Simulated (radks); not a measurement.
Problem. These are the eigenvalues of the occupied orbitals of an atom or ion with whole-number occupations (hartree). Method: scalar-relativistic Kohn-Sham, PBE, spin-polarised, spherical densities, point nucleus; computed with a radial shooting solver on a logarithmic mesh with Libxc functionals.

1s up: -163.6942
1s down: -163.6810
2s up: -19.50458
2s down: -19.49386
2p up: -16.34814
2p down: -16.33227
3s up: -3.91072
3s down: -3.85175
3p up: -3.09089
3p down: -3.03437

Which element is it, and in what charge state? The configuration may be excited. Open shells, if any, are filled with parallel spins first.

Solution. Z = 21, scandium, charge +4: Sc4+ in [Ne] 3s2 3p5. The list shows which subshells hold electrons but not how many an open one holds; the 1s level, -163.69 hartree, gives Z - s = 18.1 by -(Z - s)^2/2, which with screening and relativity narrows Z to a few neighbours, and the depths of the outer levels then fix element, charge and occupations together.
